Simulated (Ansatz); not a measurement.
Cost and result for the atomization energy of C2H5BO, SMILES `BCC=O` (9 atoms, 8 bonds).

```xyz
9

B    -0.479    1.075   -0.569
C    -0.014   -0.398   -0.387
C     0.405   -0.742    1.004
O    -0.094   -1.607    1.669
H    -1.205    1.371   -1.470
H    -0.061    1.932    0.155
H     0.904   -0.369   -1.009
H    -0.675   -1.156   -0.809
H     1.219   -0.105    1.416
```

The species carries charge 0 and has multiplicity 1. The geometry is a stationary point of PBE0-D4/def2-TZVP. It is one conformer, not always the lowest. Program: Ansatz. All runs use 2 threads of an Arm Neoverse V2 on a shared host. Times are those of one run each, without the atoms' runs, and a repeat can differ threefold. Electronic energies, without spin–orbit coupling; frozen cores. CCSD(T)/CBS adds CCSD(T) − MP2 in def2-TZVPP to the MP2 limit, and its time is that of the two runs behind it. T1 = 0.014. B3LYP takes the VWN-RPA correlation (the form of Gaussian; ORCA's B3LYP/G).

CCSD(T)/CBS is a level of theory with its own doubt, some kJ/mol a heavy atom from the limit and from the frozen cores, so smaller differences don't rank the functionals.

```json
{"level": "LDA (SPW92)/def2-TZVPP", "functions": "194", "wall time": "1 s", "atomization (kJ/mol)": "4069.6", "difference from CCSD(T)/CBS": "531.4", "per bond": "66.4"}
{"level": "revPBE-D4/def2-TZVPP", "functions": "194", "wall time": "1.7 s", "atomization (kJ/mol)": "3557.1", "difference from CCSD(T)/CBS": "18.9", "per bond": "2.4"}
{"level": "PBE-D4/def2-TZVPP (with forces)", "functions": "194", "wall time": "2 s", "atomization (kJ/mol)": "3646.3", "difference from CCSD(T)/CBS": "108.1", "per bond": "13.5"}
{"level": "CCSD(T)/def2-SVP", "functions": "81", "wall time": "2.4 s", "atomization (kJ/mol)": "3399.0", "difference from CCSD(T)/CBS": "-139.2", "per bond": "-17.4"}
{"level": "CAM-B3LYP-D4/def2-TZVPP", "functions": "194", "wall time": "2.6 s", "atomization (kJ/mol)": "3576.0", "difference from CCSD(T)/CBS": "37.8", "per bond": "4.7"}
{"level": "B3LYP-D4/def2-TZVPP (with forces)", "functions": "194", "wall time": "3 s", "atomization (kJ/mol)": "3563.2", "difference from CCSD(T)/CBS": "25.0", "per bond": "3.1"}
{"level": "r2SCANh-D4/def2-TZVPP", "functions": "194", "wall time": "3.6 s", "atomization (kJ/mol)": "3548.4", "difference from CCSD(T)/CBS": "10.2", "per bond": "1.3"}
{"level": "ωB97X-V/def2-TZVPP", "functions": "194", "wall time": "6.5 s", "atomization (kJ/mol)": "3557.7", "difference from CCSD(T)/CBS": "19.5", "per bond": "2.4"}
{"level": "B97M-V/def2-TZVPP", "functions": "194", "wall time": "8 s", "atomization (kJ/mol)": "3565.6", "difference from CCSD(T)/CBS": "27.4", "per bond": "3.4"}
{"level": "ωB97M-V/def2-TZVPP (with forces)", "functions": "194", "wall time": "8.5 s", "atomization (kJ/mol)": "3566.1", "difference from CCSD(T)/CBS": "27.9", "per bond": "3.5"}
{"level": "MP2/def2-QZVPP", "functions": "378", "wall time": "16 s", "atomization (kJ/mol)": "3576.1", "difference from CCSD(T)/CBS": "37.9", "per bond": "4.7"}
{"level": "CCSD(T)/def2-TZVPP", "functions": "194", "wall time": "53 s", "atomization (kJ/mol)": "3457.9", "difference from CCSD(T)/CBS": "-80.3", "per bond": "-10.0"}
{"level": "CCSD(T)/CBS(def2)", "functions": "–", "wall time": "68 s", "atomization (kJ/mol)": "3538.2", "difference from CCSD(T)/CBS": "0.0", "per bond": "0.0"}
```

At CCSD(T), def2-SVP lies −139.2 kJ/mol from the extrapolated value and def2-TZVPP −80.3 kJ/mol: correlation converges slowly with the basis, and small sets miss more of it in the bonded molecule than in its fragments. In def2-TZVPP, CCSD(T) changes the Hartree–Fock value by +820.5 kJ/mol (the triples alone add +51.8 kJ/mol) and MP2 by +891.2 kJ/mol; breaking electron pairs costs correlation energy, which Hartree–Fock lacks. From PBE to PBE0 (25 % exact exchange), in def2-TZVPP and without D4, the atomization energy moves by −71.0 kJ/mol: exact exchange takes away binding that semilocal exchange gives to molecules.
